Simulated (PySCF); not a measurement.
# Electron correlation in B⁺ (boron, charge +1)

[He] 2s2, closed-shell 1S. Calculation: PySCF 2.14, in x2c-SVPall (3s2p1d, 14 functions); scalar relativity by spin-free X2C-1e. Frozen: 1s2; 2 electrons correlated.

Total MP2 correlation energy: -32.86 mhartree.

Same-spin part 0.00 and opposite-spin part -32.86 mhartree; SCS-MP2 scales them by 1/3 and 6/5 to -39.43 mhartree.

With two correlated electrons CCSD is exact within the correlated space (frozen core and kept virtual orbitals).

```tsv
level	correlation energy (mhartree)
CCSD	-59.28
```

Diagnostics: T1 = 0.013, D1 = 0.0184, largest double amplitude 0.159.

A double-excitation amplitude exceeds 0.15, a sign of near-degeneracy.

Cost of the coupled-cluster step: 0.05 s of wall time on 1 thread of Neoverse-V1 (shared host), for 2 correlated electrons.
